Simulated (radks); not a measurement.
Sb III, configuration [Kr] 4d(3/2: 4, 5/2: 5) 5s2 5p2 (not the ground configuration).

Calculated with a radial shooting solver on a logarithmic mesh with Libxc functionals: Dirac Kohn-Sham, LDA (Slater exchange, Perdew-Wang correlation), spin-unpolarised, spherical densities, point nucleus; open shells fill j = l - 1/2 first.

Energy parts (eV):
total: -176218.833
kinetic: 185921.972
electron-nucleus: -426830.424
Hartree: 69154.382
exchange-correlation: -4464.763

Orbitals (lengths in bohr, moments of r in powers of bohr; <r^-3> diverges for s and p1/2; r(max) is where P^2 peaks):
| orbital | occ. | eigenvalue (eV) | r(max) | <r^-3> | <1/r> |
|---|---|---|---|---|---|
| 1s1/2 | 2 | -30277.28 | 0.01836 | - | 54.28 |
| 2s1/2 | 2 | -4630.267 | 0.1039 | - | 12.61 |
| 2p1/2 | 2 | -4335.825 | 0.07984 | - | 12.60 |
| 2p3/2 | 4 | -4084.373 | 0.08446 | 4592 | 11.70 |
| 3s1/2 | 2 | -929.0347 | 0.3005 | - | 4.470 |
| 3p1/2 | 2 | -808.5224 | 0.2866 | - | 4.383 |
| 3p3/2 | 4 | -762.1148 | 0.2971 | 864.3 | 4.160 |
| 3d3/2 | 4 | -548.5583 | 0.2422 | 136.8 | 4.012 |
| 3d5/2 | 6 | -538.8995 | 0.2452 | 127.3 | 3.955 |
| 4s1/2 | 2 | -174.2226 | 0.7212 | - | 1.784 |
| 4p1/2 | 2 | -133.1814 | 0.7431 | - | 1.672 |
| 4p3/2 | 4 | -124.3595 | 0.7676 | 164.4 | 1.600 |
| 4d3/2 | 4 | -58.9512 | 0.8337 | 19.11 | 1.338 |
| 4d5/2 | 5 | -57.6316 | 0.8426 | 17.61 | 1.319 |
| 5s1/2 | 2 | -32.0870 | 1.793 | - | 0.6480 |
| 5p1/2 | 2 | -22.7529 | 2.034 | - | 0.5550 |
| 5p3/2 | 0 | -21.7306 | 2.107 | 19.07 | 0.5344 |

The highest occupied level is 5p1/2 at -22.753 eV. Summed over all electrons, <r^2> = 40.51 bohr^2, which gives a Langevin (diamagnetic) susceptibility term of -32.1 x 10^-6 cm^3/mol.
